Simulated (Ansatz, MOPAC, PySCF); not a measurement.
System: MgF, charge 0, multiplicity 2. SMILES: [F][Mg]
Geometry from a B3LYP-D3(BJ)/def2-TZVP (Ansatz, a first-principles code) optimisation:
```
Mg
F 1 1.7703
```
Charge 0, spin multiplicity 2.

Property: vertical ionisation energy to the singlet, in eV. Set-up: no spin-orbit coupling; non-relativistic; each state is the SCF solution reached for its charge and spin; UHF or UKS for open shells; six Cartesian d functions in 6-31G* and its kin unless marked 5d; valence correlation only; 6-311+G** with 5d, 6d on Na to Ar in Ansatz. First-principles rows: single points at B3LYP-D3(BJ) geometries (Ansatz). Semi-empirical rows: differences of heats of formation at the shared geometry for vertical values. The spin state of an ion or metal species was assumed, not searched.

```csv
level,program,vertical ionisation energy to the singlet (eV)
AM1,MOPAC,8.21
MNDO,MOPAC,8.00
HF/6-311+G**,Ansatz,7.83
PBE/6-311+G**,Ansatz,8.04
B3LYP/3-21G,Ansatz,7.95
B3LYP/6-31G*,Ansatz,8.01
B3LYP/6-311+G**,Ansatz,8.19
M06-2X/6-31G* (5d),PySCF,7.99
MP2/6-311+G**,Ansatz,7.76
wB97X-V/def2-TZVPD,Ansatz,7.88
```

No value to compare with is used here. The 9 habitual levels span 7.76 (MP2/6-311+G**) to 8.21 eV (AM1); wB97X-V/def2-TZVPD gives 7.88.

The levels are drawn from those run, B3LYP/6-31G* more often than the rest, none by its result; runs whose electronic state is in doubt are left out.
